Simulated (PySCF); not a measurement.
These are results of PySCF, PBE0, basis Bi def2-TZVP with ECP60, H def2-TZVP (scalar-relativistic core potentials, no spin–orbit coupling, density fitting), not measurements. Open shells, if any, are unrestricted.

Task: What shape and geometry does isolated singlet BiH₃ take (every ligand bound to Bi)?

Result: Counting electrons, bismuth keeps 2 of its valence electrons outside its bonds, so the VSEPR class is AX3E1 and the expected shape is trigonal pyramidal (C3v), as computed. The angle of 90° is close to 90°: the heavy centre bonds with nearly pure p orbitals and keeps its lone pair s-like. The lowest minimum found is a singlet of C3v symmetry with Bi–H 1.787 Å (×3); H–Bi–H 90.4° (×3). Its harmonic wavenumbers are 756 (a1), 776 (e), 1829 (a1), 1840 (e) cm⁻¹ and its dipole moment is 1.08 D.

With an element this heavy the missing spin–orbit coupling can shift these numbers.
